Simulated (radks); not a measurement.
Polarisability of the osmium ion Os7+, [Xe] 4f14 5d1, at imaginary frequency. Method: non-relativistic Kohn-Sham, LDA (Slater exchange, VWN5 correlation), spin-polarised, spherical densities, point nucleus; open shells are filled with parallel spins first (spin-orbit coupling, left out, can overturn this in heavy ions); relativity is left out, which matters for an element this heavy; computed with a radial shooting solver on a logarithmic mesh with Libxc functionals. Response by self-consistent Sternheimer equations with the Hartree and adiabatic LDA kernel.

w (hartree),alpha1(iw) (bohr^3)
0.00266,1.939
0.0143,1.939
0.0360,1.938
0.0697,1.937
0.118,1.933
0.186,1.924
0.280,1.905
0.413,1.866
0.605,1.792
0.892,1.652
1.35,1.407
2.12,1.041
3.59,0.6190
6.94,0.2791
17.5,0.08056

Static values: alpha1 = 1.939 bohr^3 (0.2873 angstrom^3; uncoupled 3.129). C6 = 6.788, triple-dipole C9 = 9.302 atomic units. One-pole (London) frequency 4 C6 / (3 alpha1^2) = 2.407 hartree, against 3.499 for minus the highest occupied eigenvalue. The dipole shielding factor is 0.908, as the force sum rule N/Z = 0.908 demands.
